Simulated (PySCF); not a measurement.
Stepwise substitution at one centre (Ga OH-H). All species are isolated molecules in the gas phase. One relaxed conformer stands for each flexible species; it need not be the lowest. Strings in code marks are SMILES.

The numbers are results of TPSSh-D3(BJ)/def2-TZVP // CAM-B3LYP-D3(BJ)/def2-TZVP (PySCF 2.14.0), not measurements. All candidates: neutral, multiplicity 1. Excitations are Tamm–Dancoff values on a coarser integration grid. The basis has no diffuse functions, so Rydberg states are missing or too high.

* **HOMO–LUMO gap**: 6.39 eV
* **T1 excitation (TDA)**: 5.42 eV
* **S1 excitation (TDA)**: 5.79 eV

Say which member has these values.
A. `[OH][GaH2]`
B. `[OH][Ga]([OH])[OH]`
C. `[OH][GaH][OH]` (H–O–Ga–O torsion 0°, O–Ga–O–H torsion 0°)

A, `[OH][GaH2]`. The others give `[OH][GaH][OH]` (H–O–Ga–O torsion 0°, O–Ga–O–H torsion 0°): 7.06 eV, 6.07 eV, 6.54 eV; `[OH][Ga]([OH])[OH]`: 6.63 eV, 5.70 eV, 6.03 eV
